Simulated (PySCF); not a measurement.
Predicted microwave data (PBE0/pcSseg-1 in PySCF (dipole) on a GFN2-xTB geometry, gas phase) for one isomer of C8H9F3:

- Rotational constants: A = 1886, B = 525.3, C = 454.2 MHz
- Dipole components: |μa| = 1.04 D, |μb| = 1.32 D, |μc| = 0.18 D
- Inertial defect: -117.32 u·Å²
- κ: -0.90

Question: Which structure is it? (One computed conformer of each.)
A. `[CH2:1]=[CH:2][CH:3]([CH:4]=[CH2:5])/[CH:6]=[CH:7]/[C:8]([F:9])([F:10])[F:11]` with C1–C2–C3–C4 -118°, C2–C3–C4–C5 123°, C2–C3–C6–C7 124°
B. `[CH2:1]=[CH:2][C@@H:3]1[CH2:4][C:5](=[CH2:6])[C@H:7]1[C:8]([F:9])([F:10])[F:11]` with C1–C2–C3–C4 -133°
C. `[CH3:1][CH2:2]/[CH:3]=[CH:4]\[C:5]#[C:6][CH2:7][C:8]([F:9])([F:10])[F:11]` with C1–C2–C3–C4 -117°
D. `[CH2:1]=[C:2](/[CH:3]=[CH:4]/[CH3:5])[C:6](=[CH2:7])[C:8]([F:9])([F:10])[F:11]` with C1–C2–C3–C4 -164°, C1–C2–C6–C7 -132°
E. `[CH2:1]=[C:2](/[CH:3]=[CH:4]\[CH3:5])[C:6](=[CH2:7])[C:8]([F:9])([F:10])[F:11]` with C1–C2–C3–C4 -135°, C1–C2–C6–C7 -144°

Answer: C. It is CC/C=C\C#CCC(F)(F)F, a near-prolate asymmetric top, point group C1. The candidates at the same level (rigid rotor, commonest isotopes):

| SMILES | A (MHz) | B (MHz) | C (MHz) | μa (D) | μb (D) | μc (D) | Δ (u·Å²) | point group | rotor |
| --- | --- | --- | --- | --- | --- | --- | --- | --- | --- |
| CC/C=C\C#CCC(F)(F)F | 1886 | 525.3 | 454.2 | 1.04 | 1.32 | 0.18 | -117.32 | C1 | near-prolate asymmetric top |
| C=C(/C=C\C)C(=C)C(F)(F)F | 1725 | 825.4 | 716.4 | 2.37 | 0.36 | 0.91 | -199.79 | C1 | asymmetric top |
| C=CC(C=C)/C=C/C(F)(F)F | 1783 | 530.5 | 453.8 | 3.08 | 0.29 | 0.11 | -122.67 | C1 | asymmetric top |
| C=C(/C=C/C)C(=C)C(F)(F)F | 1927 | 657.9 | 591.6 | 2.69 | 0.48 | 1.04 | -176.18 | C1 | near-prolate asymmetric top |
| C=C[C@@H]1CC(=C)[C@H]1C(F)(F)F | 1436 | 946.4 | 670.5 | 1.85 | 1.52 | 0.40 | -132.28 | C1 | asymmetric top |

`C=C[C@@H]1CC(=C)[C@H]1C(F)(F)F` has B 80 % too high; `C=CC(C=C)/C=C/C(F)(F)F` has A 5 % too low; `C=C(/C=C/C)C(=C)C(F)(F)F` has C 30 % too high; `C=C(/C=C\C)C(=C)C(F)(F)F` has C 58 % too high. No structure here is proved a minimum.
